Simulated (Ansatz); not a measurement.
Program: Ansatz. Geometries: PBE0-D4/def2-TZVP. ΔE: electronic, gas phase. CCSD(T)/CBS is the MP2 limit (def2-TZVPP, def2-QZVPP) plus CCSD(T) − MP2 in def2-TZVPP, frozen cores. Functionals use def2-TZVPP. HSE06 is defined as in plane-wave codes. For Zn outer-core shells are correlated without core-valence functions, which leaves a few kJ/mol of doubt a bond. Scalar relativity is left out up to krypton. One conformer a species, not always the lowest.

Consider the ligand exchange at a Zn–N bond: `C[N](C)[Zn][OH]` + `O[SiH3]` → `[OH][Zn][O][SiH3]` + `CNC`.

| level | ΔE (kJ/mol) |
| --- | --- |
| PBE-D4 | -44.1 |
| B97M-V | -58.3 |
| r2SCANh-D4 | -53.1 |
| HSE06-D4 | -50.9 |
| CAM-B3LYP | -56.8 |
| LC-ωPBE | -54.6 |
| CCSD/def2-SVP | -71.1 |
| SCS-MP2/def2-QZVPP | -59.0 |

Q: What does CCSD(T)/CBS give? (Estimate.)

A: Ansatz gave: -56.7 kJ/mol. The listed levels differ from it by 12.6, -1.6, 3.6, 5.8, -0.1, 2.1, -14.4, -2.3 kJ/mol.

Largest T1 diagnostic among the species: 0.016.

In def2-TZVPP, CCSD(T) changes the Hartree–Fock value by +23.4 kJ/mol (the triples alone add +3.7 kJ/mol) and MP2 by +27.1 kJ/mol. From r2SCAN to r2SCAN0 (25 % exact exchange), in def2-TZVPP and without D4, ΔE moves by −4.1 kJ/mol.

CCSD(T)/CBS has its own doubt, a few kJ/mol and more with outer-core shells, so smaller differences from it don't rank the levels.
